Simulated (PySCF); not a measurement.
C3H8N2OSi.
Numbering: `[CH3:1][CH2:2][O:3][Si@H:4]([NH2:5])[C:6]#[N:7]` (hydrogens: H8, H9, H10 on C1; H11, H12 on C2; H13 on Si4; H14, H15 on N5)

Geometry (GFN2-xTB, Å), atoms numbered from 1 in this order:
```xyz
15
C3H8N2OSi angstrom
C      2.346    0.387   -0.850
C      1.251   -0.438   -0.191
O      0.153    0.386    0.088
Si    -1.231    0.054    0.845
N     -2.066   -1.251    0.093
C     -2.068    1.722    0.693
N     -2.654    2.704    0.632
H      3.190   -0.249   -1.102
H      2.678    1.170   -0.173
H      1.965    0.852   -1.755
H      1.620   -0.884    0.741
H      0.935   -1.252   -0.854
H     -1.105   -0.307    2.254
H     -2.074   -1.322   -0.913
H     -2.946   -1.563    0.468
```

Computed, not measured: B3LYP/def2-SVPD in PySCF (dipole) on a GFN2-xTB geometry, gas phase.

Masses are those of the commonest isotopes; rigid-rotor values at the optimised geometry. The values belong to one conformer with, in the numbering `[CH3:1][CH2:2][O:3][Si@H:4]([NH2:5])[C:6]#[N:7]`, C1–C2–O3–Si4 -176°, C2–O3–Si4–N5 -57°, O3–Si4–N5–H -39° and 180°.

Question: Give the principal moments of inertia and the rotational constants in MHz.

Answer: Ia = 155.41, Ib = 394.39, Ic = 511.44 u·Å²; 505379 MHz·u·Å²/I gives A = 3252, B = 1281, C = 988.2 MHz.

Question: Classify the top.

Answer: An asymmetric top; Ray's κ = -0.741.

Question: What does the inertial defect say?

Answer: Not planar: Δ = Ic − Ia − Ib = -38.37 u·Å². For a rigid frame Δ = −2 Σ m c², so Σ m c² = 19.18 u·Å² lies off the ab plane: 9.06 from hydrogen and 10.13 from heavier atoms. The atom farthest from that plane is 1.82 Å away.

Question: Give the other two planar moments, Paa and Pbb, and the rms extents of the mass along the axes.

Answer: Paa = Σ m a² = (Ib + Ic − Ia)/2 = 375.21 and Pbb = Σ m b² = (Ia + Ic − Ib)/2 = 136.23 u·Å². With the mass M = 116.04 u, the rms extents √(P/M) along a, b and c are 1.80, 1.08, 0.41 Å.

Question: Where do the levels up to J = 5 lie, in K?

Answer: Above 0(0,0), as E/k:
J = 1: 1(0,1) 0.109, 1(1,1) 0.203, 1(1,0) 0.218
J = 2: 2(0,2) 0.325, 2(1,2) 0.407, 2(1,1) 0.449, 2(2,1) 0.733, 2(2,0) 0.735
J = 3: 3(0,3) 0.646, 3(1,3) 0.712, 3(1,2) 0.796, 3(2,2) 1.060, 3(2,1) 1.067, 3(3,1) 1.569, 3(3,0) 1.569
J = 4: 4(0,4) 1.068, 4(1,4) 1.117, 4(1,3) 1.257, 4(2,3) 1.495, 4(2,2) 1.515, 4(3,2) 2.007, 4(3,1) 2.008, 4(4,1) 2.716, 4(4,0) 2.716
J = 5: 5(0,5) 1.588, 5(1,5) 1.621, 5(1,4) 1.829, 5(2,4) 2.036, 5(2,3) 2.082, 5(3,3) 2.556, 5(3,2) 2.559, 5(4,2) 3.264, 5(4,1) 3.264, 5(5,1) 4.175, 5(5,0) 4.175
The levels of one J sum to (2J + 1)J(J + 1)(A + B + C)/3.

Question: Which lines would a microwave search look for?

Answer: The dipole components are |μa| = 2.99 D, |μb| = 3.58 D, |μc| = 0.02 D. The squared components, which scale the intensities, stand as 0.70 : 1.00 : 0.00 (a : b : c). Some lines, for components of 0.1 D or more:

| type | branch | J(Ka,Kc) | MHz | lower level (cm⁻¹) |
| --- | --- | --- | --- | --- |
| a | Q | 2(1,1) ← 2(1,2) | 880 | 0.283 |
| b | Q | 1(1,0) ← 1(0,1) | 2264 | 0.076 |
| a | R | 1(0,1) ← 0(0,0) | 2270 | 0.000 |
| b | R | 2(0,2) ← 1(1,1) | 2538 | 0.141 |
| b | Q | 2(1,1) ← 2(0,2) | 2587 | 0.226 |
| b | R | 1(1,1) ← 0(0,0) | 4240 | 0.000 |
| a | R | 2(1,2) ← 1(1,1) | 4246 | 0.141 |
| a | R | 2(0,2) ← 1(0,1) | 4509 | 0.076 |
| a | R | 2(1,1) ← 1(1,0) | 4832 | 0.151 |
| b | Q | 2(2,0) ← 2(1,1) | 5942 | 0.312 |
| b | R | 2(1,2) ← 1(0,1) | 6216 | 0.076 |
| b | R | 2(2,1) ← 1(1,0) | 10744 | 0.151 |
| b | R | 2(2,0) ← 1(1,1) | 11068 | 0.141 |

No frequency check. Zero-point vibration and centrifugal distortion are left out. A rigid rotor knows nothing of inversion at nitrogen or internal rotation, which can split or shift real lines. Quadrupole hyperfine structure (14N) is left out.
